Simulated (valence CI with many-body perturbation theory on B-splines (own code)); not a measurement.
Tm63+: key properties

Level of theory: valence CI with perturbative core correlation (CI+MBPT): four valence electrons over a frozen Dirac-Fock core [He], radial functions for each j: 9 s, 9 p, 8 d, 6 f, 3 g, 1 h, with the one-electron correlation potential Σ1 (screened to all orders), the two-electron term Σ2, the three-electron term Σ3, Breit, model QED; selected single and double excitations, second order for the rest, scaled by the run's own slope (own B-spline code, finite nucleus).

The last digits are not significant, and no measured levels were compared; by estimate large intervals hold to a few tenths of a per cent, small ones and those within an open d or f shell to about a per cent.

Levels are named by their leading jj configuration (3d3/2^4 stands for four electrons in 3d with j = 3/2), which in mixed levels can hold well under half, so a name can repeat and another be missing.

Rates and lifetimes use the calculated energies. Strong lines usually hold to 10 to 20 %, long lifetimes can be off by a factor of two.

Problem. What is the ground level?

Solution. (2s^2 2p1/2^2) J=0, composition 69 % 2s²2p² ³P + 31 % 2s²2p² ¹S.

Problem. How well does LS coupling describe the low levels?

Solution. Among the lowest 20 levels the leading LS term, summed over configurations, holds 67 % on average. For single configurations the figures are 67 % in LS and 100 % in jj coupling. Terms mix most in the J = 1 level at 100.82 Ry, where the leading one holds 31 %.

Problem. Name the longest-lived excited levels whose lifetime is computed, and their main decay.

Solution. (2s^2 2p1/2 2p3/2) J=2 at 76.39 Ry lives 38.8 ns, mostly by E2 to (2s^2 2p1/2^2) J=0; (2s^2 2p1/2 2p3/2) J=1 at 75.07 Ry lives 151 ps, mostly by M1 to (2s^2 2p1/2^2) J=0; (2s 2p1/2^2 2p3/2) J=2 at 94.90 Ry lives 36.3 ps, mostly by E1 to (2s^2 2p1/2 2p3/2) J=1.

Problem. What is the ionisation energy?

Solution. 15665 eV; NIST lists 15663 ± 19 eV (theoretical).

Problem. What are the static dipole polarisabilities of the lowest levels?

Solution. (2s^2 2p1/2^2) J=0 0.000114 bohr³, of which the core gives 3.04e-07.

Problem. Among levels below 710.65 Ry, which E1 lines absorb most strongly from the ground level?

Solution. to (2s^2 2p1/2 3d3/2) J=1 at 0.1330 nm, f = 1.09; to (2s 2p1/2^2 3p1/2) J=1 at 0.1353 nm, f = 0.349; to (2s 2p1/2^2 3p3/2) J=1 at 0.1307 nm, f = 0.315.

Problem. Where does the other parity begin?

Solution. At (2s 2p1/2^2 2p3/2) J=2, 94.90 Ry.
